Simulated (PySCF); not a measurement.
Computed IR spectrum (relative IR intensity) of a molecule C5H7F. Coordinates come from a PBE-D3(BJ)/def2-SVP optimisation. Other conformers were not sampled. Computed with PBE-D3(BJ)/def2-SVP run with PySCF. No scaling factor is applied to the harmonic values.

Lines under 2 % of the strongest are left out, and lines within 2 cm⁻¹ are merged.

```tsv
ν (cm⁻¹)	relative intensity
124	2.0
204	2.9
321	2.1
403	4.7
527	10
618	7.7
768	2.0
802	3.6
870	39
877	10
925	2.1
946	9.9
1005	6.3
1072	5.9
1120	100
1132	30
1182	15
1215	9.0
1232	6.8
1329	45
1364	9.8
1389	8.1
1412	15
1726	17
2944	52
2986	29
3011	35
3052	12
3074	6.7
3083	26
3173	5.3
```

Q: Pick the molecule that these values belong to.
A. C=C=C[C@@H](C)F
B. C=C1CC[C@@H]1F
C. C=C/C(F)=C\C
D. C[C@@]1(F)C=CC1

A: B, C=C1CC[C@@H]1F
